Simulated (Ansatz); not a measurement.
`[F][AlH][NH][SiH3]` + H–F → `[F][AlH][F]` + `N[SiH3]`  (ligand exchange at the Al–N bond)

Gas-phase electronic energies from Ansatz, PBE0-D4/def2-TZVP geometries. CBS: MP2 limit from def2 TZ/QZ plus the TZ coupled-cluster correction, frozen cores. This one scheme is used for every species. Functionals use def2-TZVPP. Each species was taken in one conformer, which may not be the lowest.

```
         level  ΔE (kJ/mol)
       ωB97X-V        -81.9
CCSD/CBS(def2)        -79.6
```

What does CCSD(T)/CBS give? (Best estimate.)

Computed: -77.3 kJ/mol. The listed levels differ from it by -4.6, -2.3 kJ/mol.

Largest T1 diagnostic among the species: 0.013.

In def2-TZVPP, CCSD(T) changes the Hartree–Fock value by +14.4 kJ/mol (the triples alone add +2.4 kJ/mol) and MP2 by +14.2 kJ/mol. The D4 term adds +7.2 kJ/mol with B3LYP and +4.0 kJ/mol with PBE0; it sums over pairs of atoms, weighted by their polarisabilities, and B3LYP, whose exchange is more repulsive, gets the larger term.

B3LYP here is the variant with VWN-RPA as its local correlation; programs differ in this.
